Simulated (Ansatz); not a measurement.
Reaction (formal loss of a carbene): `C[NH][In]([F])[F]` → `[CH2]` (triplet) + `[NH2][In]([F])[F]`

Calculated with Ansatz (gas phase, PBE0-D4/def2-TZVP geometries, no zero-point term in ΔE). CCSD(T)/CBS adds triple-zeta CCSD(T) − MP2 to the extrapolated MP2 energy (def2 sets, frozen cores). This one scheme is used for every species. Functionals use def2-TZVPP. Triplets are unrestricted, without spin–orbit coupling. def2 core potentials past Kr. For In outer-core shells are correlated without core-valence functions, which leaves a few kJ/mol of doubt a bond. Each species was taken in one conformer, which may not be the lowest.

```json
{"level": "PBE-D4", "ΔE (kJ/mol)": "397.6"}
{"level": "r2SCANh-D4", "ΔE (kJ/mol)": "364.6"}
{"level": "PBE", "ΔE (kJ/mol)": "392.0"}
{"level": "HF/CBS(def2)", "ΔE (kJ/mol)": "247.1"}
```

**Question.** What does CCSD(T)/CBS give? (Best estimate.)

**Answer.** Computed: +390.3 kJ/mol. The listed levels differ from it by 7.3, -25.7, 1.7, -143.2 kJ/mol.

Largest T1 diagnostic among the species: 0.016.

From PBE to PBE0 (25 % exact exchange), in def2-TZVPP and without D4, ΔE moves by −9.0 kJ/mol. The D4 term adds +8.9 kJ/mol with B3LYP and +4.8 kJ/mol with PBE0; it sums over pairs of atoms, weighted by their polarisabilities, and B3LYP, whose exchange is more repulsive, gets the larger term. At CCSD(T), def2-SVP lies −7.7 kJ/mol from the extrapolated value and def2-TZVPP −11.1 kJ/mol.

B3LYP here is the variant with VWN-RPA as its local correlation; programs differ in this.
